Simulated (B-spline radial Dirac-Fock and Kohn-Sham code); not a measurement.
Z = 62 (samarium), transition energy 50.2 keV. Calculated with a B-spline atomic structure program, using a Dirac-Hartree-Slater potential of the neutral atom with a Latter tail (no hole, which puts coefficients of high multipoles low close above an edge), finite nucleus with surface currents. Subshells that would emit electrons below 1 keV are left out.

Q: A pure transition shows α(K) = 3.47, L1/L2 = 0.00875 and L1/L3 = 0.00760. What is its multipolarity?
A. M1
B. M3
C. M2
D. E3
E. E2
F. M4
G. E4
H. E1

A: D. For comparison, α(K), L1/L2, L1/L3 are E1 1.42, 2.94, 2.14; E2 3.75, 0.0424, 0.0346; E4 2.20, 0.0142, 0.0127; M1 10.6, 11.4, 61.0; M2 159, 9.89, 3.03; M3 509, 7.36, 0.494; M4 662, 5.71, 0.200.
